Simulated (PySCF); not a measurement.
# MgSiH4O2

The system: MgSiH4O2, a small molecule; neutral, singlet. The structure, one conformer, was relaxed in the gas phase by PBE0-D3(BJ)/def2-SVP. No frequency run checks that it is a minimum.

SMILES: [OH][Mg][O][SiH3]

Coordinates in Å:
```
O1      1.473    1.075    2.802
Mg2     0.732    0.495    1.318
O3     -0.051   -0.096   -0.187
Si4    -0.813   -0.600   -1.543
H5      1.912    1.407    3.576
H6     -1.656   -1.813   -1.280
H7     -1.717    0.464   -2.092
H8      0.166   -0.959   -2.622
```

Shieldings: GIAO PBE0/pcSseg-2. Shifts are against computed references at the same level: H TMS (σ 31.24 ppm), Si TMS (σ 341.3 ppm). Core levels by delta-SCF with SCAN, pcX-2 on the ionised atom and pcseg-1 elsewhere, spin-free X2C (2p3/2 is the spin-free 2p value less a third of a first-order spin-orbit splitting); from the vacuum level, for chosen atoms.

Give the shieldings and core levels atom by atom.


```csv
atoms,bonded to,σ (ppm),δ (ppm),core level (eV)
O1,1 Mg + 1 H,366.7,-,1s 536.96
Mg2,2 O,550.3,-,1s 1312.24
O3,1 Mg + 1 Si,339.9,-,1s 536.54
Si4,1 O + 3 H,386.9,-45.6,2p3/2 106.70
H5,1 O,31.26,-0.01,-
H6 H7 H8,1 Si,26.01,5.23,-
```

Values are those of this one static structure, with the three H of a rotating XH3 group averaged; atoms that internal rotation interchanges would show their mean in an NMR spectrum.

Which of O1, O3 holds its core electrons tightest, and by how much against the loosest?

O1 (bonded to 1 Mg + 1 H), by 0.42 eV over O3 (bonded to 1 Mg + 1 Si).

By CAM-B3LYP/def2-SVPD (TDDFT singlets, Tamm-Dancoff triplets, ionisation by delta-SCF), where does absorption start, and what does vertical ionisation take?

The lowest singlet lies at 5.65 eV (f 0.008), the strongest of the first 6 at 5.90 eV (f 0.060), the lowest triplet at 5.40 eV; vertical ionisation takes 10.50 eV.

The 3 runs behind this took 80 s in all, one thread each of Arm Neoverse V2 on a shared host, launched as `OMP_NUM_THREADS=1 python cluster_run.py task.json out`.
